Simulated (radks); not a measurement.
Neutral phosphorus, 15 electrons, occupied as [Ne] 3s2 3p3 (the NIST ground configuration). Method: non-relativistic Kohn-Sham, PBE, spin-polarised, spherical densities, point nucleus; open shells are filled with parallel spins first; computed with a radial shooting solver on a logarithmic mesh with Libxc functionals.

Unscreened Slater integrals over Kohn-Sham orbitals (cm^-1). They are taken over the spin-up orbitals.

F0(3p,3p): 85723
F2(3p,3p): 42733
F0(3p,3s): 93804
G1(3p,3s): 60758
F0(3p,2p): 118090
F2(3p,2p): 17116
G0(3p,2p): 6704.6
G2(3p,2p): 6534.0
F0(3p,2s): 117100
G1(3p,2s): 5161.6
F0(3s,3s): 104490
F0(3s,2p): 139490
G1(3s,2p): 9375.5
F0(3s,2s): 138530
G0(3s,2s): 7490.3
F0(2p,2p): 415210
F2(2p,2p): 191310
F0(2p,2s): 394870
G1(2p,2s): 234700
F0(2s,2s): 381530

Derived for the open shells (J is the average intra-shell exchange parameter used in DFT+U). 3p: J = F2/5 = 8547 cm^-1.
